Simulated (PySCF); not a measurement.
# State search for WH

Unrestricted PBE0; H def2-TZVPP, W def2-TZVPP with ECP60; scalar-relativistic core potentials (PySCF 2.14). Outer shells of the fragments: H 1s1; W 5d4 6s2.

Followed along the bond (rough minima from three points):

```tsv
2Ms+1	unpaired	⟨S²⟩ at the start	R at minimum (Å)	Te (eV)
6	σ ↑, π ↑↑, δ ↑↑	8.76	1.71	0.00
4	π ↑↑, δ ↑	3.77	1.67	1.18
4	π ↑, δ ↑↑	3.79	1.69	1.42
2	π ↑↑, δ ↓	2.48	1.69	1.66
```

Solutions found at the starting distance of 1.605 Å, counted from the lowest of them; the search is not exhaustive and high or unbound solutions are not listed, so other states can lie among these:

```tsv
2Ms+1	unpaired	term	E (eV)	⟨S²⟩	⟨Lz²⟩	μ (D)
6	σ ↑, π ↑↑, δ ↑↑	⁶Σ⁺	0.00	8.76	0.00	1.87
4	π ↑↑, δ ↑	⁴Δ	1.12	3.77	4.00	1.33
4	π ↑, δ ↑↑	mixed	1.39	3.79	1.26	1.15
2	π ↑↑, δ ↓	mixed	1.63	2.48	4.73	1.61
4	σ ↑, π ↑↑, δ ↑↓	mixed	1.64	4.76	8.01	1.63
4	σ ↓, π ↑↑, δ ↑↑	mixed	1.73	4.76	0.00	1.60
2	π ↑, δ ↑↓	mixed	2.04	1.76	8.88	1.27
2	σ ↓, π ↑↑, δ ↑↓	mixed	2.06	2.76	8.01	1.88
4	σ ↑, π ↑, δ ↑	mixed	2.23	3.76	5.01	1.76
6	σ ↑↑, π ↑, δ ↑↑	⁶Π	2.25	8.75	1.00	-0.39
```

A term symbol is given only where ⟨S²⟩ and ⟨Lz²⟩ are close to those of a pure state; real π, δ and φ orbitals otherwise mix terms. A positive dipole means H(−)W(+).

Q: Compare the gap between the two lowest followed solutions at the starting distance with the gap between their minima.

A: At PBE0 the second solution (quartet, unpaired electrons π ↑↑, δ ↑) lies +1.12 eV from the first (sextet, unpaired electrons σ ↑, π ↑↑, δ ↑↑) at 1.605 Å and +1.18 eV at the minima; the two curves relax by different amounts, since their minima lie near 1.67 and 1.71 Å.

Spin–orbit coupling is left out. The state is the lowest single determinant that the PBE0 search found; with open d or f shells the true ground state can be another one.
